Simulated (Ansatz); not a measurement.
`CN[SiH2]NC`, relaxed with RKS PBE0-D4/def2-TZVP in Ansatz 0.2.0 from a PBE-D4/def2-SVP geometry. The force threshold is 0.005 eV/Å; the program also tests the step.

The species carries charge 0 and has multiplicity 1.

Start:

```xyz
15

C    -0.807    1.228    2.331
N    -0.660    0.241    1.279
Si    0.590    0.184    0.072
N    -0.108   -0.477   -1.376
C     0.558   -1.306   -2.361
H    -0.427    0.893    3.327
H    -1.869    1.535    2.470
H    -0.239    2.143    2.063
H    -1.207   -0.612    1.425
H     1.097    1.613    0.052
H     1.789   -0.713    0.303
H    -0.989   -0.068   -1.699
H     1.463   -1.763   -1.910
H    -0.089   -2.144   -2.707
H     0.897   -0.753   -3.270
```

| step | energy (eV) | largest force (eV/Å) | largest move (Å) |
| --- | --- | --- | --- |
| 1 | -13088.6729 | 0.651 | 0.000 |
| 2 | -13088.7455 | 0.313 | 0.043 |
| 3 | -13088.7559 | 0.068 | 0.022 |
| 4 | -13088.7562 | 0.027 | 0.008 |
| 5 | -13088.7564 | 0.028 | 0.012 |
| 6 | -13088.7565 | 0.019 | 0.004 |
| 7 | -13088.7566 | 0.004 | 0.010 |
| 8 | -13088.7566 | 0.003 | 0.009 |

End:

```xyz
15

C    -0.775    1.224    2.313
N    -0.689    0.246    1.253
Si    0.541    0.168    0.067
N    -0.135   -0.501   -1.355
C     0.578   -1.286   -2.337
H    -0.360    0.873    3.266
H    -1.812    1.530    2.490
H    -0.218    2.119    2.026
H    -1.236   -0.584    1.418
H     1.047    1.574    0.003
H     1.716   -0.715    0.338
H    -0.999   -0.110   -1.694
H     1.459   -1.734   -1.872
H    -0.041   -2.106   -2.717
H     0.924   -0.698   -3.197
```

Run time 26 s (4 threads of a server CPU on a shared host); peak host memory 0.63 GiB.
